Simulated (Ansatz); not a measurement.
Job for Ansatz (a first-principles code): R-PBE/def2-TZVPP on C2H3BO2 (SMILES C#CB(O)O), a point of a torsion scan.

Ansatz 0.2 input:
```yaml
crystal:
  periodic: [false, false, false]
  atoms:
    - {symbol: C, position_ang: [1.96776916, 0.44607031, 0.15377093]}
    - {symbol: C, position_ang: [0.81039216, 0.12939934, 0.08504089]}
    - {symbol: B, position_ang: [-0.67996934, -0.23224798, -0.03409489]}
    - {symbol: O, position_ang: [-1.16747601, -1.23439072, 0.72788801]}
    - {symbol: O, position_ang: [-1.47544311, 0.32412697, -0.99044469]}
    - {symbol: H, position_ang: [2.98369357, 0.70895770, 0.22608390]}
    - {symbol: H, position_ang: [-2.11277749, -1.21323932, 0.86915959]}
    - {symbol: H, position_ang: [-1.07250361, 0.99139440, -1.54195397]}
basis:
  gaussian:
    orbitals: def2-TZVPP
hamiltonian:
  xc: {name: PBE}
scf: {lower_state_search: off}
```

The head of its log:

```
WARN ansatz: RAYON_NUM_THREADS=1 ignored (pool sized by the plan → 1); use --threads N
Functional definition: PBE
these checks for a lower state are left out or cut short: stability, starts, cluster_reference, orbital_swaps, neighbouring_geometries, increment
integrals: 0.09 GiB planned
1008 factors; their error is unknown
mean field: 0.72 GiB planned
mean field evaluation 1: about -6874.9980 eV, gradient 8.8e1 eV
mean field evaluation 2: about -6845.1528 eV, gradient 1.5e2 eV
```

### Question
Predict the final total energy.

### Answer
-253.1701 hartree.
